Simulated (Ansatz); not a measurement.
Basis-set series for C₂H₂AlFO₂, SMILES `O=[C]1O[CH](F)[AlH]1`. The species carries charge 0 and has multiplicity 1. The structure was optimised at the PBE0-D4/def2-TZVP level.

| functional | basis | functions | energy (Eh) | HOMO (eV) | LUMO (eV) |
| --- | --- | --- | --- | --- | --- |
| PBE0-D4 | def2-SVP | 98 | -569.30927 | -7.37 | -2.59 |
| PBE0-D4 | def2-QZVPP | 415 | -569.80758 | -7.55 | -2.69 |
| ωB97M-V | def2-SVP | 98 | -569.65406 | -9.60 | -0.82 |
| ωB97M-V | def2-QZVPP | 415 | -570.15979 | -9.80 | -1.02 |

(1) Give the rows for def2-TZVPP. (Best estimate.)

Answers

(1) Ansatz gave: 
```csv
functional,basis,functions,energy (Eh),HOMO (eV),LUMO (eV)
PBE0-D4,def2-TZVPP,225,-569.78307,-7.51,-2.65
ωB97M-V,def2-TZVPP,225,-570.13643,-9.76,-0.93
```
